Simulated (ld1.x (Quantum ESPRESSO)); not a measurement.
**V: one change to a PAW potential, before and after**

V, PAW, made with ld1.x (Quantum ESPRESSO) 7.5 (PBE, scalar-relativistic). Core [Ar], reference 3d2 4s0 4p0 (charge +3). Waves: 4s (bound, empty): rcut 1.75, rcutus 2.40 bohr; 4s channel at -0.7 Ry: rcut 1.75, rcutus 2.40 bohr; 4p (bound, empty): rcut 2.40, rcutus 2.90 bohr; 4p channel at 2 Ry: rcut 2.40, rcutus 2.90 bohr; 3d (bound): rcut 1.20, rcutus 1.65 bohr; 3d channel at -2.3 Ry: rcut 1.20, rcutus 1.65 bohr. Local part: all-electron potential smoothed inside 1.35 bohr (lloc = -1). Core correction: Bessel-smoothed model core inside 0.95 bohr. Augmentation charge: PSQ, inside the norm-conserving radii.

All-electron outer shells of the reference configuration (PBE, scalar-relativistic, ld1.x):

```json
{"shell": "3p", "level (eV)": "-77.29", "outermost node (bohr)": "0.35", "outermost maximum (bohr)": "0.84"}
{"shell": "3d", "level (eV)": "-36.96", "outermost node (bohr)": "–", "outermost maximum (bohr)": "0.85"}
{"shell": "4s", "level (eV)": "-27.76", "outermost node (bohr)": "1.13", "outermost maximum (bohr)": "2.29"}
{"shell": "4p", "level (eV)": "-21.82", "outermost node (bohr)": "1.22", "outermost maximum (bohr)": "2.59"}
```

Change: local potential all-electron potential smoothed inside 1.70 bohr (lloc = -1).

Cutoffs: the cutoffs (Ry, on a coarse ladder) from which the occupation-weighted sum of valence levels, in a spherical-Bessel basis at the reference potential, stays within 10 and 1 mRy of its value at 400 Ry; they do not see the model core or the augmentation charge, which bear on the density cutoff. Errors are all-electron minus pseudo energies relative to the spin-unpolarised reference configuration.

Task: How do hardness, ghosts and transferability respond?

Result: The potential gets neither clearly harder nor softer (35 Ry and 55 Ry → 35 Ry and 55 Ry); both files keep a bound ghost (s); the errors of the 7 common tests hardly move; the range in which the s phases agree widens (upper end 1.2 → at the end of the scan); the range in which the p phases agree narrows (upper end at the end of the scan → 3.2).

| quantity | base | changed |
| --- | --- | --- |
| cutoff, loose | 35 Ry | 35 Ry |
| cutoff, tight | 55 Ry | 55 Ry |
| bound ghosts | s | s |
| error for 3d3 4s2 4p0, meV [ΔE -50.93 eV] | -420 | -418 |
| error for 3d3 4s1 4p0, meV [ΔE -43.19 eV] | -450 | -447 |
| error for 3d3 4s0 4p0, meV [ΔE -28.90 eV] | -428 | -428 |
| error for 3d2 4s2 4p0, meV [ΔE -39.95 eV] | -37 | -36 |
| error for 3d1 4s0 4p0, meV [ΔE 45.87 eV] | -796 | -795 |
| error for 3d4 4s1 4p0, meV [ΔE -50.34 eV] | -861 | -859 |
| error for 3d3.5 4s1.5 4p0, meV [ΔE -50.87 eV] | -652 | -650 |
| s: phases at 3.15 bohr within 0.05 rad from the reference energy up to (Ry; the scan ends near 5) | 1.2 | to the end of the scan |
| p: phases at 3.15 bohr within 0.05 rad from the reference energy up to (Ry; the scan ends near 5) | to the end of the scan | 3.2 |
| d: phases at 3.15 bohr within 0.05 rad from the reference energy up to (Ry; the scan ends near 5) | 3.0 | 3.1 |
| lowest overlap eigenvalue by channel | s 0.36, p 0.71, d 0.94 | s 0.42, p 0.74, d 0.93 |

Changed file: These tests converged, but a pseudo level misses the all-electron one widely, so the file describes the atom poorly there or has found another state: 3d1 4s0 4p0: empty 4s by 11.0 eV (a node warning on the way). A true bound ghost makes a file unfit for plane-wave use even where its test errors are small: the radial tests pick states by their node count and pass the ghost by.
